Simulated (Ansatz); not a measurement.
Diatomic CuCl, closed-shell singlet (the spin of the measured ground state). No spin–orbit coupling. Cu is treated without relativity.

```json
[
 {"level": "SVWN5/def2-TZVPP", "bond energy D_e (kJ/mol)": "422.3"},
 {"level": "PBE/def2-TZVPP", "bond energy D_e (kJ/mol)": "360.3"},
 {"level": "r2SCAN/def2-TZVPP", "bond energy D_e (kJ/mol)": "365.7"},
 {"level": "B97M-V/def2-TZVPP", "bond energy D_e (kJ/mol)": "363.1"},
 {"level": "B3LYP/def2-TZVPP", "bond energy D_e (kJ/mol)": "334.9"},
 {"level": "PBE0/def2-TZVPP", "bond energy D_e (kJ/mol)": "351.1"},
 {"level": "BHLYP/def2-TZVPP", "bond energy D_e (kJ/mol)": "326.8"},
 {"level": "CAM-B3LYP/def2-TZVPP", "bond energy D_e (kJ/mol)": "345.2"},
 {"level": "wB97X-V/def2-TZVPP", "bond energy D_e (kJ/mol)": "368.5"},
 {"level": "wB97M-V/def2-TZVPP", "bond energy D_e (kJ/mol)": "372.0"},
 {"level": "CCSD/def2-TZVPP", "bond energy D_e (kJ/mol)": "339.7"},
 {"level": "CCSD/def2-QZVPP", "bond energy D_e (kJ/mol)": "355.3"},
 {"level": "CCSD(T)/def2-TZVPP", "bond energy D_e (kJ/mol)": "348.1"},
 {"level": "CCSD(T)/def2-QZVPP", "bond energy D_e (kJ/mol)": "364.7"},
 {"level": "CCSD(T)/CBS(def2-TZVPP, def2-QZVPP)", "bond energy D_e (kJ/mol)": "374.2"}
]
```

The rows run from 326.8 (BHLYP/def2-TZVPP) to 422.3 kJ/mol (SVWN5/def2-TZVPP). From def2-TZVPP to def2-QZVPP CCSD(T) changes by 16.7. The 10 functionals in def2-TZVPP without D3 or D4 span 95.4, from BHLYP to SVWN5.

D_e counts from the fitted minimum to each atom's lowest state at the same level, without counterpoise. The singlet is restricted.

Correlated levels freeze the inner cores; with def2 sets outer-core shells near the valence are correlated too. CBS: X⁻³ extrapolation of the correlation energy, Hartree–Fock from the larger set.

The values were computed with Ansatz (a first-principles code). Each number belongs to the level named beside it.
